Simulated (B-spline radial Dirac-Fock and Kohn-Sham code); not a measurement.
Photoelectron lines of Ca⁶⁺ at 150 eV

System: calcium as Ca⁶⁺, configuration [Ne] 3s2 3p2.

Model: the independent-particle Dirac-Slater model, thresholds from Dirac-Fock. Program: a radial finite-basis atomic code. The asymmetry parameter β is from the dipole term alone. Kinetic energies are from the vacuum level. Open shells are spread statistically over j, without multiplet splitting.

```tsv
subshell	electrons	binding (eV)	kinetic (eV)	σ (kb)	β
3s	2	145.6	4.44	?	?
3p1/2	0.67	125.4	24.63	174	1.35
3p3/2	1.33	124.8	25.16	353	1.35
```

Question: What are σ and β for 3s?

Answer: σ = 354 kb, the largest of all subshells and 40 % of the total, and β = 2.00.

At such low photon energies correlation between channels can change these cross sections by tens of per cent.

Values without a named source are computed, but for edge energies of neutral atoms, which are taken from tables.
